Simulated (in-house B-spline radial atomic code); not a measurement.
A radial electron density 4πr²n(r) was computed for an atom or ion in its tabulated ground configuration with a B-spline radial code for spherical atoms; method: non-relativistic LC-wPBE, spin-polarised, spherical fractional occupations. Columns: r (bohr), 4πr²n(r) (electrons per bohr), bar.

```
 0.00373   0.4153 #
 0.00447   0.5824 #
 0.00537   0.8166 ##
 0.00644    1.135 ###
 0.00772    1.565 ####
 0.00927    2.148 #####
  0.0111    2.904 #######
  0.0133    3.887 #########
   0.016     5.16 ############
  0.0192    6.709 ################
   0.023     8.53 #####################
  0.0276    10.61 ##########################
  0.0331    12.82 ###############################
  0.0398       15 ####################################
  0.0477    16.82 ########################################
  0.0572    18.02 ###########################################
  0.0687    18.31 ############################################
  0.0824    17.57 ##########################################
  0.0989    15.96 ######################################
   0.119    13.98 ##################################
   0.142    12.49 ##############################
   0.171    12.06 #############################
   0.205    13.08 ###############################
   0.246    15.12 ####################################
   0.295    17.05 #########################################
   0.354    17.61 ##########################################
   0.424    16.05 #######################################
   0.509    12.59 ##############################
   0.611    8.441 ####################
   0.733    5.056 ############
   0.879    3.259 ########
    1.05    2.925 #######
    1.27    3.244 ########
    1.52    3.322 ########
    1.82    2.823 #######
    2.19    1.907 #####
    2.62    1.033 ##
    3.15   0.4264 #
    3.77   0.1383 
    4.53  0.03211 
    5.43 0.005213 
    6.52 0.0005369
```

Question: Which atom or ion is it?
A. Cl+
B. S+
C. K2+
D. P+

Answer: B. The area under the curve, ∫4πr²n dr = ∫r·4πr²n d(ln r) on this logarithmic grid, is 15 electrons, which only this option has. The configuration is [Ne] 3s2 3p3.
